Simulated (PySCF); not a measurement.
## Ag(AsH3)Cl: computed shieldings and shifts

Ag(AsH3)Cl, AgAsClH3, point group C3v.

Cartesian coordinates in Å; atom numbers follow the order of the lines, from 1:
```xyz
6

Ag    0.0003    0.0109   -1.6213
As    0.0050   -0.0149    0.8259
H     0.8293   -1.0367    1.5684
H    -1.2928   -0.2221    1.5659
H     0.4739    1.2085    1.5733
Cl   -0.0157    0.0543   -3.9122
```

GIAO calculations in PySCF 2.14.0 with density-fitted response routines on the PBE0-D3(BJ)/def2-SVP structure: isolated species, scalar relativity only through the core potential, equivalent atoms averaged; basis pcSseg-1 (def2-TZVP on Ag).

(1) Give the isotropic shieldings (ppm) with KT2, PBE0.

(2) And the chemical shifts, against references computed in the same way?

(3) Which part of the shielding of As2 depends on the functional?

Answers

(1) 
```
             atoms                          environment    KT2   PBE0
               As2            arsenic bonded to Ag, 3 H   1804   1796
               Cl6                chlorine bonded to Ag    924   1006
          H3/H4/H5  hydrogen on an arsenic bonded to Ag  27.58  27.66
HOMO–LUMO gap (eV)                                    –   3.97   5.91
```

(2) 
```tsv
atoms	nucleus, reference	KT2	PBE0
As2	$^{75}$As, AsH3	116	114
Cl6	$^{35}$Cl, HCl	18	-62
H3/H4/H5	$^{1}$H, TMS	3.60	3.61
```

(3) Diamagnetic: KT2 2880, PBE0 2876 ppm; paramagnetic: KT2 -1076, PBE0 -1080 ppm.

Ag is described by an effective core potential, so it has no shielding of its own here; spin–orbit effects on the atoms bonded to it, which can be large, are absent, and the values of these neighbours are rough. Relativistic effects, spin–orbit coupling among them, are left out; they matter for As and for the light atoms bonded to it.
